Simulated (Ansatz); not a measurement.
Compare A (`COB(N)[SiH3]`) with its isomer B (`CB(N)[SiH2]O`).

Calculated with Ansatz (gas phase, PBE0-D4/def2-TZVP geometries, no zero-point term in ΔE). CBS: MP2 limit from def2 TZ/QZ plus the TZ coupled-cluster correction, frozen cores. DFT in def2-TZVPP. B3LYP here is the variant with VWN-RPA as its local correlation; programs differ in this. One conformer a species, not always the lowest.

A:

```xyz
13

C    -1.5912    0.7445   -0.9533
O    -1.2521    0.3658    0.3551
B    -0.0289   -0.1305    0.7053
N     0.1585   -0.4649    2.0535
Si    1.5167   -0.4102   -0.5925
H    -0.7615    0.6043   -1.6549
H    -1.8788    1.7988   -0.9636
H    -2.4398    0.1475   -1.2970
H     1.0184   -0.8360    2.4121
H    -0.5681   -0.3490    2.7418
H     1.9519    0.8579   -1.2471
H     1.1776   -1.3624   -1.6900
H     2.6974   -0.9657    0.1307
```

B:

Z-matrix (Å, degrees):
```
C
B 1 1.572
H 1 1.095 2 114.0
H 1 1.096 2 110.2 3 121.4
H 1 1.095 2 111.1 3 -122.4
N 2 1.393 1 120.4 3 -3.7
Si 2 2.030 1 122.3 3 177.2
H 6 1.009 2 123.0 1 -1.1
H 6 1.006 2 123.6 1 179.6
O 7 1.663 2 113.7 1 -45.9
H 7 1.502 2 109.9 1 -169.9
H 7 1.490 2 111.9 1 71.8
H 10 0.958 7 116.6 2 -53.3
```

(1) Which isomer does CCSD(T)/CBS put lower? Give the gap. (An estimate is asked.)

(2) Give E(B) − E(A) in kJ/mol with r2SCAN-D4, PBE0-D4, HF/def2-TZVPP, B3LYP, B2PLYP, ωB97M-V, CCSD(T)/def2-TZVPP. (An estimate is asked.)

Largest T1 diagnostic: 0.013.

Results:

(1) Computed: B, by 66.3 kJ/mol.

(2) Ansatz gave: r2SCAN-D4 -60.2, PBE0-D4 -58.2, HF/def2-TZVPP -55.0, B3LYP -56.8, B2PLYP -61.0, ωB97M-V -60.9, CCSD(T)/def2-TZVPP -60.8. None reverses the order clearly.

In def2-TZVPP, CCSD(T) changes the Hartree–Fock value by −5.8 kJ/mol (the triples alone add +0.7 kJ/mol) and MP2 by −14.4 kJ/mol.
